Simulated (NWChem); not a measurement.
**Correlation energy of CF (+1)**

```xyz
2

C      0.0000     0.0000     0.6921
F      0.0000     0.0000    -0.4614
```
Charge +1, spin multiplicity 1.

Everything below was run with NWChem. All single points use one geometry, from PBE0/def2-SVP, a minimum by its harmonic frequencies.

Basis set: def2-QZVP. Each correlation energy counts from its own Hartree-Fock reference.

| method | correlation energy (mHa) | difference from CCSD(T) |
|---|---|---|
| SCS-MP2 | -372.5 | +27.6 |
| MP2 | -375.6 | +24.5 |
| CR-CCSD[T] | -398.9 | +1.1 |
| CCSD | -384.3 | +15.7 |
| CCSD+T(CCSD) | -401.7 | -1.7 |
| CR-CCSD(T) | -397.5 | +2.5 |
| CCSD(T) | -400.0 | 0.0 |

The values span 29.3 mHa, from CCSD+T(CCSD) (lowest) to SCS-MP2 (highest). 

The correlated methods keep 2 core orbitals frozen. The structure started from a generated list of species. No row is a measurement; the coupled-cluster row has its own basis-set and correlation limits.
